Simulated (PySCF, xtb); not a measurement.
Si(H)3(nPr) (C3H10Si), SMILES CCC[SiH3].

xtb with GFN2-xTB at its own geometry gives an orbital gap of 5.99 eV and a dipole moment of 0.37 D.

Geometry: B3LYP-D3(BJ)/def2-SVP. One conformer was computed; it need not be the lowest.

**Question.** What does PySCF with PBE/def2-TZVP give? (Estimate from the structure and the level; the computed values follow.)

**Answer.** gap 7.12 eV (levels -7.22 and -0.10 eV), dipole 0.91 D.
